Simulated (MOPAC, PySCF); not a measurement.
[Cd(Br)2], neutral singlet in the gas phase. 

Cartesian coordinates (Å):
```xyz
3

Cd     0.0000     0.0000     0.0000
Br     0.7616    -1.6180     1.6287
Br    -0.7616     1.6180    -1.6287
```
Charge 0, multiplicity 1.

All levels are single points at this geometry (TPSS-D3(BJ)/def2-SVP); Pople sets use spherical d functions. Orbital energies aren't observables, and empty levels follow the basis.

| level | HOMO (eV) | LUMO (eV) | gap (eV) | dipole (D) | vertical IE, Delta-SCF (eV) |
|---|---|---|---|---|---|
| B3LYP-D3(BJ)/def2-TZVP in PySCF | -8.13 | -2.71 | 5.42 | 0.00 | – |
| TPSSh-D3(BJ)/def2-TZVP in PySCF | -7.72 | -2.76 | 4.96 | 0.00 | – |
| B3LYP/6-311+G** (LANL2DZ on Br, Cd) in PySCF | -8.08 | -2.76 | 5.33 | 0.00 | – |
| M06-2X/6-31G* (LANL2DZ on Cd) in PySCF | -9.60 | -1.80 | 7.80 | 0.00 | – |
| PBE/6-31G* (LANL2DZ on Cd) in PySCF | -7.11 | -3.19 | 3.92 | 0.00 | – |
| SVWN5/6-31G* (LANL2DZ on Cd) in PySCF | -7.28 | -3.48 | 3.80 | 0.00 | – |
| HF/6-31G* (LANL2DZ on Cd) in PySCF | -11.25 | 0.59 | 11.84 | 0.00 | 10.54 |
| PM6 in MOPAC | -10.48 | -1.07 | 9.41 | 0.00 | – |
| PM7 in MOPAC | -10.56 | -1.86 | 8.70 | 0.00 | – |
